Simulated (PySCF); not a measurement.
Computed IR spectrum (relative IR intensity) of a molecule C3H8Si. Coordinates come from a B3LYP-D3(BJ)/def2-SVP optimisation. One conformer was computed; it need not be the lowest. Level of theory: B3LYP-D3(BJ)/def2-SVP (PySCF 2.14.0). Frequencies are harmonic and unscaled.

ν (cm⁻¹): 412 (vw), 541 (w), 672 (w), 744 (w), 815 (vs), 825 (w), 892 (w), 921 (w), 957 (w), 964 (s), 1152 (w), 1415 (vw), 1432 (vw), 2201 (vs), 2209 (vs), 3033 (m), 3056 (m), 3084 (w), 3126 (m) (against the strongest line: vs over 80 %, s over 45 %, m over 15 %, w over 4 %, vw less)

Identify the compound among the candidates.
A) [SiH3]C1CC1
B) C=C(C)[SiH3]
C) C1C[SiH2]C1
D) C=C[SiH2]C

C, C1C[SiH2]C1
